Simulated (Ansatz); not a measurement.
Ansatz (a program for electronic structure) input (B3LYP-D3(BJ)/def2-TZVP):

Ansatz 0.2 input:
```yaml
crystal:
  periodic: [false, false, false]
  atoms:
    - {symbol: Sb, position_ang: [0.91561994, 0.51204663, 0.30203380]}
    - {symbol: Br, position_ang: [-0.79198358, 1.09232898, -1.40182530]}
    - {symbol: Br, position_ang: [-0.09869961, -1.61819296, 1.07247052]}
basis:
  gaussian:
    orbitals: def2-TZVP
hamiltonian:
  xc: b3lyp
  dispersion: d3bj
total_charge: 1
relax: {f_tol: 0.002, max_steps: 150}
```

End of the output:

```
relax step   2: F+E_penalty+E_count = -146628.29531847 eV  Δ(F+E_penalty+E_count) = -7.878e-4 eV  max|allowed force component| = 9.252e-1 eV/Å  Δτ_max = 0.1411 Å  (39 SCF iters, accepted)
these checks for a lower state are left out or cut short: starts, cluster_reference, orbital_swaps, neighbouring_geometries, increment
integrals: 0.08 GiB planned
1262 factors; their error is unknown
mean field: 0.77 GiB planned
mean field evaluation 32: about -146628.1040 eV, gradient 5.9e-4 eV
mean field -146628.10402109 eV, -5388.4834346766 hartree, gradient 1.4e-5 eV, S^2 0.000000; 0 other end points of the search recorded, 0 dependent functions left out
the calculation of the forces begins
reference -146628.10424290 eV, -5388.4834428279 hartree; 46, 46 occupied and 100, 100 virtual orbitals, 1262 factors
relax step   3: F+E_penalty+E_count = -146628.34235985 eV  Δ(F+E_penalty+E_count) = -4.704e-2 eV  max|allowed force component| = 1.122e-2 eV/Å  Δτ_max = 0.0735 Å  (33 SCF iters, accepted)
these checks for a lower state are left out or cut short: starts, cluster_reference, orbital_swaps, neighbouring_geometries, increment
integrals: 0.08 GiB planned
1262 factors; their error is unknown
mean field: 0.77 GiB planned
mean field -146628.10403815 eV, -5388.4834353035 hartree, gradient 1.2e-5 eV, S^2 0.000000; 0 other end points of the search recorded, 0 dependent functions left out
the calculation of the forces begins
reference -146628.10425998 eV, -5388.4834434554 hartree; 46, 46 occupied and 100, 100 virtual orbitals, 1262 factors
relax step   4: F+E_penalty+E_count = -146628.34236652 eV  Δ(F+E_penalty+E_count) = -6.670e-6 eV  max|allowed force component| = 1.376e-3 eV/Å  Δτ_max = 0.0005 Å  (36 SCF iters, accepted)
integrals: 0.08 GiB planned
1262 factors; their error is unknown
mean field: 0.77 GiB planned
mean field evaluation 64: about -146628.1040 eV, gradient 3.1e-3 eV
mean field -146628.10403815 eV, -5388.4834353035 hartree, gradient 1.2e-5 eV, S^2 0.000000; 1 other end points of the search recorded, 0 dependent functions left out
the calculation of the forces begins
reference -146628.10425998 eV, -5388.4834434554 hartree; 46, 46 occupied and 100, 100 virtual orbitals, 1262 factors
Total energy: -146628.34258835 eV, -5388.4922018616 hartree
Atom 0 at     0.859870     0.480043     0.283102 Å, force     0.000926     0.000534     0.000313 eV/Å
Atom 1 at    -0.767672     1.121764    -1.404718 Å, force    -0.000744     0.000843    -0.001167 eV/Å
Atom 2 at    -0.067262    -1.615624     1.094295 Å, force    -0.000182    -0.001376     0.000854 eV/Å
Dipole moment:     0.448312     0.255148     0.153837 e Å
```

It need not be the lowest isomer of its formula.
